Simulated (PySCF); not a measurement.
**Dipole polarisabilities along group 8, charge +1**

Calculated with PySCF 2.14 for the ground configurations, without spin-orbit coupling: coupled response for Hartree-Fock and DFT. Mean α in bohr³, C₆ of like pairs in atomic units.

```json
{"species": "Fe⁺ [Ar] 3d6 4s1 (x2c-TZVPPall with one added diffuse shell each of s, p, d, f type, spin-free X2C)", "α UHF": "34.71", "α PBE0": "26.78", "C₆ UHF": "180.9", "C₆ PBE0": "134.6"}
{"species": "Ru⁺ [Kr] 4d7 (x2c-TZVPPall with one added diffuse shell each of s, p, d, f type, spin-free X2C)", "α UHF": "13.39", "α PBE0": "15.21", "C₆ UHF": "83.83", "C₆ PBE0": "96.66"}
{"species": "Os⁺ [Xe] 4f14 5d6 6s1 (x2c-TZVPPall with one added diffuse shell each of s, p, d, f type, spin-free X2C)", "α UHF": "33.70", "α PBE0": "28.25", "C₆ UHF": "278.4", "C₆ PBE0": "234.8"}
```

The values depend on the diffuse functions of the basis.
